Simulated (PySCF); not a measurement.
Mapped SMILES: `[CH2:1]=[C:2]1[CH:3]=[C:4]([NH:5][CH:6]=[O:7])[C:8]1=[CH2:9]`. Hydrogens are named by the atom that carries them. Ha(C9) is cis to C2; Ha(C1) is cis to C3; Hb(C9) is trans to C2; Hb(C1) is trans to C3.

Geometry: GFN2-xTB; GIAO absolute shieldings from PySCF, gas phase, non-relativistic, averaged over equivalent atoms.

At PBE0/pcseg-1 (161 basis functions, of the order of 70 core-seconds):
| atoms | σ (ppm) |
| --- | --- |
| C6 | 40.6 |
| C8 | 42.3 |
| C2 | 42.5 |
| C4 | 46.2 |
| C3 | 60.3 |
| C1 | 99.5 |
| C9 | 102.0 |
| N5 | 124.3 |
| O7 | -106.4 |
| H(C6) | 23.50 |
| H(C3) | 24.64 |
| H(N5) | 25.46 |
| Ha(C9) | 26.83 |
| Ha(C1) | 26.85 |
| Hb(C1) | 26.87 |
| Hb(C9) | 27.10 |

Question: Estimate the result of repeating the calculation with BHandHLYP/pcSseg-1.

Answer: 
```csv
atoms,σ at BHandHLYP/pcSseg-1,change
C6,23.5,-17.1
C8,31.4,-10.9
C2,31.4,-11.1
C4,31.8,-14.4
C3,47.0,-13.3
C1,88.9,-10.6
C9,91.5,-10.5
N5,114.9,-9.4
O7,-140.1,-33.7
H(C6),23.67,+0.17
H(C3),24.73,+0.09
H(N5),25.47,+0.01
Ha(C9),26.94,+0.11
Ha(C1),26.98,+0.13
Hb(C1),27.02,+0.15
Hb(C9),27.23,+0.13
```

The largest change is at O7 (amide-type carbonyl oxygen). Cost: 188 basis functions, about 90 core-seconds. The order of the carbon signals changes between the two levels.

The C=O carbon of an acid or of an amide with N–H lies up to 10 ppm further downfield in solution, through hydrogen bonding that the calculation lacks.
